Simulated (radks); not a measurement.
I3+, configuration [Kr] 4d9 5s2 5p3 (not the ground configuration). Method: Dirac Kohn-Sham, revPBE, spin-unpolarised, spherical densities, finite nucleus; open shells are shared between the two j in proportion to 2j + 1; Fermi nuclear charge, rms radius 4.75 fm; computed with a radial shooting solver on a logarithmic mesh with Libxc functionals.

Unscreened Slater integrals over Kohn-Sham orbitals (cm^-1). Large and small components are both included.

| integral | value |
|---|---|
| F0(5p3/2,5p3/2) | 95610 |
| F2(5p3/2,5p3/2) | 52114 |
| F0(5p3/2,5p1/2) | 97140 |
| G2(5p3/2,5p1/2) | 52716 |
| F0(5p3/2,5s1/2) | 102090 |
| G1(5p3/2,5s1/2) | 68069 |
| F0(5p3/2,4d5/2) | 118560 |
| F2(5p3/2,4d5/2) | 34632 |
| G1(5p3/2,4d5/2) | 10607 |
| G3(5p3/2,4d5/2) | 10093 |
| F0(5p1/2,5p1/2) | 98777 |
| F0(5p1/2,5s1/2) | 104100 |
| G1(5p1/2,5s1/2) | 71174 |
| F0(5p1/2,4d5/2) | 122020 |
| G3(5p1/2,4d5/2) | 11187 |
| F0(5s1/2,5s1/2) | 110680 |
| F0(5s1/2,4d5/2) | 134320 |
| G2(5s1/2,4d5/2) | 16855 |
| F0(4d5/2,4d5/2) | 219260 |
| F2(4d5/2,4d5/2) | 111440 |
| F4(4d5/2,4d5/2) | 74170 |
